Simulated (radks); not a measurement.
Effect of the nuclear size on the oxygen ion O2+, [He] 2s2 2p2. Calculated with a radial shooting solver on a logarithmic mesh with Libxc functionals: Dirac Kohn-Sham, relativistic LDA (MacDonald-Vosko exchange, VWN5 correlation), spin-unpolarised, spherical densities, finite nucleus; open shells are shared between the two j in proportion to 2j + 1; Fermi nuclear charge, rms radius 2.6991 fm. The rms radius is varied about that value; shifts are against it.

rms radius (fm)  total energy shift (eV)  density at nucleus (e/bohr^3)  1s1/2 shift (meV)
2.4076                        -0.0000778                          320.6             -0.030
2.4589                        -0.0000647                          320.6             -0.025
2.6991                                 0                          320.4              0.000
2.8476                         0.0000430                          320.3              0.017
3.2632                          0.000175                          320.1              0.068

Slopes of the eigenvalues against <r^2> in GHz/fm^2, as finite differences over the two radii next to the reference (eigenvalue slopes, not the field-shift constants of lines): 1s1/2 4.88.
